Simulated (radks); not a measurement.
Values are calculated unless marked as measured or tabulated.
Q: Orbital eigenvalues (eV) of the neodymium ion Nd2+, [Xe] 4f4, of relativity; Dirac values are averaged over j with weights 2j + 1. Spin-unpolarised spherical Kohn-Sham, PBE, point nucleus unless stated (finite: rms radius 4.9123 fm), a radial shooting solver on a logarithmic mesh with Libxc functionals. A level marked "c x" has the speed of light scaled by that factor and shares open shells by 2j + 1; other Dirac levels either fill j = l - 1/2 first or share by 2j + 1.

shell  non-rel.
1s       -41132
2s      -6456.0
2p      -6119.5
3s      -1406.1
3p      -1259.2
3d      -985.53
4s      -285.60
4p      -229.92
4d      -131.80
5s      -48.837
5p      -34.156
4f      -17.247

Give the values at the level "Dirac, c x 1.5".

A: 
shell  Dirac, c x 1.5  change of magnitude (%)
1s             -42072                    +2.29
2s            -6692.0                    +3.66
2p            -6194.7                    +1.23
3s            -1459.2                    +3.78
3p            -1277.7                    +1.47
3d            -980.51                    -0.51
4s            -297.88                    +4.30
4p            -233.85                    +1.71
4d            -130.71                    -0.83
5s            -50.674                    +3.76
5p            -34.512                    +1.04
4f            -16.016                    -7.14
